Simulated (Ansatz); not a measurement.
Reaction (formal exchange of groups at a Ge–C bond): `[CH3][GeH2][CH]=N` + `CC(O)(F)S` → `[CH3][GeH2][SH]` + `CC(O)(F)C=N`

Gas-phase electronic energies from Ansatz, PBE0-D4/def2-TZVP geometries. CBS: MP2 limit from def2 TZ/QZ plus the TZ coupled-cluster correction, frozen cores. DFT in def2-TZVPP. B3LYP here is the variant with VWN-RPA as its local correlation; programs differ in this. For Ge outer-core shells are correlated without core-valence functions, which leaves a few kJ/mol of doubt a bond. Scalar relativity is left out up to krypton. One conformer a species, not always the lowest.

| level | ΔE (kcal/mol) |
| --- | --- |
| PBE-D4 | -22.1 |
| PBE0-D4 | -24.1 |
| B3LYP-D4 | -23.4 |
| PBE0 | -24.3 |
| B3LYP | -23.7 |
| CCSD/def2-TZVPP | -24.5 |
| CCSD(T)/def2-TZVPP | -23.8 |
| SCS-MP2/def2-QZVPP | -23.9 |

**Question.** What does CCSD(T)/CBS give? (An estimate is asked.)

**Answer.** Computed: -23.4 kcal/mol. The listed levels differ from it by 1.3, -0.7, 0.0, -0.9, -0.3, -1.1, -0.4, -0.5 kcal/mol.

Largest T1 diagnostic among the species: 0.012.

In def2-TZVPP, CCSD(T) changes the Hartree–Fock value by +4.1 kcal/mol (the triples alone add +0.7 kcal/mol) and MP2 by +3.7 kcal/mol. From PBE to PBE0 (25 % exact exchange), in def2-TZVPP and without D4, ΔE moves by −2.0 kcal/mol.
